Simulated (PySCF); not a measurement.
CH4ClNOSi2, SMILES Cl[Si@H]1OC=N[SiH2]1. Heavy atoms are numbered as in [Cl:1][Si@H:2]1[O:3][CH:4]=[N:5][SiH2:6]1. Hydrogens are named by the atom that carries them.

The structure is a stationary point at PBE-D3(BJ)/def2-SVP. The structure was generated by enumeration; whether it is a known compound was not checked.

Method: PBE/def2-TZVP (PySCF).

ESP charges are fitted to the potential on shells at 1.4 to 2.0 van der Waals radii. Atomic charges (e), one atom of each kind:

```csv
atom,ESP fit,IAO
Cl1,-0.07,-0.29
Si2 (SiH),0.01,0.75
O3,-0.30,-0.55
C4 (CH),0.51,0.21
N5,-0.59,-0.57
Si6 (SiH2),0.47,0.55
H on Si2,0.06,-0.09
H on C4,0.04,0.16
H on Si6,-0.06,-0.08
```

Computed Mayer and Wiberg (Löwdin basis) orders of the bonds:
```csv
bond,Mayer,Wiberg
Cl1–Si2,1.17,1.84
Si2–O3,1.02,1.31
O3–C4,1.15,1.70
C4–N5,1.87,2.30
Si2–Si6,0.92,1.03
N5–Si6,1.11,1.29
```
